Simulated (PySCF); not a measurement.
The complex [V(H2O)2]2+ (charge +2) contains V(II), shell d3. The structure is a model geometry with rigid ligands and bond lengths from ionic radii, not a minimum; coordination linear, point group D2h, metal–donor distances 1.91 Å.

```
7

V     0.000    0.000    0.000
O     0.000    0.000    1.910
H     0.775    0.000    2.485
H    -0.775    0.000    2.485
O     0.000    0.000   -1.910
H     0.775    0.000   -2.485
H    -0.775    0.000   -2.485
```

Method (PySCF 2.14, density fitting): CASSCF(3,5) with orbitals averaged over all microstates of the shell, strongly contracted NEVPT2 on the averaged canonical orbitals; basis x2c-TZVPall on the metal, x2c-SVPall elsewhere; spin-free X2C; gas phase; spin-orbit coupling by state interaction with the mean-field operator over all roots.

Which term lies lowest, and with what spin?

4B3g (S = 3/2, orbital degeneracy 1), orbital occupations from the lowest 0.8 0.9 0.9 0.1 0.2, by NEVPT2.

Where do the spin-allowed transitions within the shell lie?

By NEVPT2, the lowest six: 4B1g at 2376 cm⁻¹; 4Ag at 2427 cm⁻¹; 4B2g at 2589 cm⁻¹; 4B1g at 3456 cm⁻¹; 4B3g at 5639 cm⁻¹; 4B2g at 5975 cm⁻¹. All are electric-dipole forbidden at this geometry.

Which is the lowest state of another spin?

2B2g at 12765 cm⁻¹ by NEVPT2; CASSCF alone puts it at 13818 cm⁻¹ above the same ground state.

Give the fitted ligand-field and repulsion parameters.

At CASSCF level (the NEVPT2 levels don't fit a ligand-field model well): orbital energies 0, 50, 2138, 6042, 8903 cm⁻¹; B = 855 cm⁻¹; C = 3448 cm⁻¹; B over its free-ion value at the same level 0.886; rms of the fit 404 cm⁻¹; ζ = 162 cm⁻¹ (free ion 174).

What are the magnetic parameters?

The ground multiplet follows a spin Hamiltonian with S = 3/2, g = 1.790, 1.905, 1.957, D = -5.55 cm⁻¹, E/|D| = 0.30 (spin-orbit part alone); the lowest levels hold 100 % of the spin-free ground state. μeff is 3.81 μB at 300 K and 3.45 μB at 10 K; the spin-only value is 3.88 μB.

The geometry is a model, and the complex may not exist in this form. NEVPT2 lifts 4B2g from 2180 to 2589 cm⁻¹; on the d shell alone such lifts tend to overshoot. An active orbital has only 0.74 squared overlap with the free ion's shell, so the metal shell alone is a small active space here.

The job took 8.1 s on one thread of Arm Neoverse N1 (shared host), with 96 basis functions, launched as `OMP_NUM_THREADS=1 python lf_run.py task.json out`.
